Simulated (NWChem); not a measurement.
# Spin states of bromine (Br$_{2}$)

SMILES: BrBr
```xyz
2

Br     0.0000     0.0000     1.1492
Br     0.0000     0.0000    -1.1492
```
Charge 0, spin multiplicity 1.

All runs are NWChem calculations. The geometry was optimised at PBE0/def2-SVP, a minimum by its harmonic frequencies.

Basis set: def2-TZVP. The gap is E(triplet) − E(singlet) at the geometry of the singlet, so a negative value puts the higher spin lower. Open shells are unrestricted, and the singlet is the closed-shell solution. The triplet is the single determinant that the SCF runs reached, with unpaired electrons in orbitals of symmetry b1u and b3g (D2h labels); it need not be the lowest triplet, which in molecules with degenerate π orbitals can need several determinants.

```
method     vertical singlet-triplet gap (kcal/mol)  relative cost
---------  ---------------------------------------  -------------
M06-2X                                        56.2        under 3
MP2                                           56.1              3
B2PLYP                                        52.6        under 3
B3LYP                                         50.2              1
CAM-B3LYP                                     52.4              6
HF                                            53.3        under 3
PBE                                           47.8        under 3
```

The values span 8.4 kcal/mol, from PBE (lowest) to M06-2X (highest). Relative cost: rough, from shared machines, SCF included, B3LYP = 1.

The Hamiltonian is non-relativistic. The correlated methods keep 18 core orbitals frozen. B3LYP has NWChem's definition, with VWN1-RPA local correlation. GW and range-separated runs recompute their integrals, the others keep them in memory, which bears on the times. The stability of the SCF solutions was not checked. Open-shell Hartree-Fock references start from PBE0 orbitals; any time given for them includes that run.
